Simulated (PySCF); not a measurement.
C6H6, SMILES C(=CCC#C)=C. Atoms are numbered in the order given.

```xyz
12

C     -2.5342     1.3824     0.5543
C     -1.7794     0.5411     0.1258
C     -0.8516    -0.4843    -0.3762
C      0.4180    -0.5694     0.4497
C      1.6224    -0.4345    -0.0498
C      2.8228    -0.2974    -0.5570
H     -3.2067     2.1327     0.9314
H     -1.3664    -1.4608    -0.3624
H     -0.5998    -0.2715    -1.4269
H      0.3032    -0.7508     1.5255
H      3.3794    -1.1618    -0.9357
H      3.3029     0.6858    -0.6122
```

Geometry: ωB97X-D3(BJ)/def2-SVP. One conformer was computed; it need not be the lowest.

All values below come from SMD-M06-2X/6-31G* (PySCF).

Solvation free energies are E(SMD) − E(gas) at the gas-phase geometry, for 1 M in both phases. In vacuum the dipole moment is 0.49 D.

Q: Rank water, acetone, ethylethanoate by solvation free energy, most negative first.

A: acetone (-5.5 kcal/mol), ethylethanoate (-4.8 kcal/mol), water (-0.8 kcal/mol)
